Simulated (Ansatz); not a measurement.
A nudged elastic band was laid between two geometries of AlF3 + H4Si (9 atoms, charge 0, multiplicity 1).

Method: Ansatz, RKS PBE/def2-SVP.

```yaml
movable_images: 5
climbing_image: yes
spring: 5.0 eV/Å²
optimiser: quadratic models (default)
start_path: through a guess of the saddle point
force_threshold: 0.5 eV/Å
iteration_limit: 60
end_points: relaxed
```

First end point:

```xyz
9
Properties=species:S:1:pos:R:3
Al -0.070 0.128 0.216
F 0.308 1.276 1.365
F 1.166 -0.576 -0.676
F -1.614 0.071 -0.413
Si 0.180 -2.733 1.076
H -0.360 -2.972 -0.295
H 1.659 -2.893 1.191
H -0.564 -3.530 2.105
H -0.153 -1.288 1.503
```

Last end point:

```xyz
9
Properties=species:S:1:pos:R:3
Al 0.079 -0.354 -0.176
F -0.211 0.064 1.763
F 1.490 0.486 -0.518
F -1.352 0.188 -0.865
Si 0.200 -2.663 0.642
H -0.873 -3.650 0.280
H 1.533 -3.351 0.726
H -0.109 -2.361 2.143
H -0.204 -0.876 2.075
```

Which bonds break or form, and what moves?

Bonds broken: Si5–H9. Bonds formed: Al1–Si5, F2–H9. AlF3 + H4Si becomes AlF3H4Si.

Give the energies along the band, and the barrier.

The run converged. The highest image is number 4 of 0 to 6, 1.39 eV above the first end and 0.22 eV above the last; the last end lies 1.17 eV above the first. The threshold of 0.5 eV/Å is loose, so the images may lie well off the minimum-energy path. The order of the point at the top wasn't checked. The orbitals stay closed-shell, which can raise the energy where a bond breaks towards radicals; this wasn't checked here.

| image | path coordinate (Å) | energy (eV) | Si5–H9 (Å) | Al1–Si5 (Å) | F2–H9 (Å) |
| --- | --- | --- | --- | --- | --- |
| 0 | 0.00 | 0.00 | 1.54 | 3.00 | 2.61 |
| 1 | 0.65 | 0.03 | 1.53 | 3.05 | 2.46 |
| 2 | 1.29 | 0.18 | 1.53 | 3.04 | 2.11 |
| 3 | 1.93 | 1.16 | 1.76 | 2.72 | 1.50 |
| 4 | 2.58 | 1.39 | 2.32 | 2.52 | 1.00 |
| 5 | 3.23 | 1.21 | 2.46 | 2.45 | 0.97 |
| 6 | 3.87 | 1.17 | 2.33 | 2.45 | 0.99 |

What is the geometry of the highest image?


```xyz
9
Properties=species:S:1:pos:R:3:forces:R:3
Al 0.017 -0.348 -0.080 0.01 -0.19 -0.15
F 0.005 0.365 1.765 0.02 -0.14 0.01
F 1.387 0.266 -0.823 -0.02 0.01 0.08
F -1.482 0.084 -0.692 0.00 0.03 0.04
Si 0.153 -2.671 0.892 0.03 0.06 -0.25
H -0.650 -3.453 -0.117 0.00 -0.06 0.05
H 1.562 -3.197 0.925 -0.02 0.00 0.02
H -0.472 -2.950 2.243 0.01 0.09 0.00
H 0.031 -0.613 1.957 -0.04 0.20 0.20
```

The band took 6 iterations and of the order of 80 core-seconds.

Time of the run: 40 s on 2 threads of AMD EPYC 7R43 64-Core Processor (Zen 3), on a shared host, peak memory 0.15 GiB.
